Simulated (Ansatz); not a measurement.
`B[SiH2]OC` and `B[SiH](O)OC` differ in one atom or group.

Ansatz, PBE0-D4/def2-TZVP geometries, multiplicity 1. Each molecule was computed in one conformer, which needn't be the lowest.

```csv
property,`B[SiH2]OC`
size of the dipole moment (B3LYP/def2-TZVPP) / D,0.71
size of the dipole moment (ωB97M-V/def2-TZVPP) / D,0.68
LUMO energy (B3LYP/def2-TZVPP) / eV,-2.61
HOMO energy (PBE0/def2-TZVPP) / eV,-8.07
HOMO–LUMO gap (PBE0/def2-TZVPP) / eV,5.66
HOMO energy (ωB97M-V/def2-TZVPP) / eV,-10.41
```

Q: Give the same properties after the change, and the shifts. (Best estimate.)

A: Ansatz gave: 
```
                                          property  `B[SiH](O)OC`  shift
  size of the dipole moment (B3LYP/def2-TZVPP) / D           0.89   0.18
size of the dipole moment (ωB97M-V/def2-TZVPP) / D           0.90   0.22
               LUMO energy (B3LYP/def2-TZVPP) / eV          -2.55   0.06
                HOMO energy (PBE0/def2-TZVPP) / eV          -7.95   0.12
              HOMO–LUMO gap (PBE0/def2-TZVPP) / eV           5.60  -0.06
             HOMO energy (ωB97M-V/def2-TZVPP) / eV         -10.15   0.26
```

With PBE0 the HOMO rises by 0.12 eV and the LUMO rises by 0.06 eV, so the gap narrows by about 0.06 eV. PBE moves the HOMO by -0.06 eV and ωB97M-V by 0.26 eV. Dipoles are sizes alone; their direction can turn.

B3LYP here is the variant with VWN-RPA as its local correlation; programs differ in this.
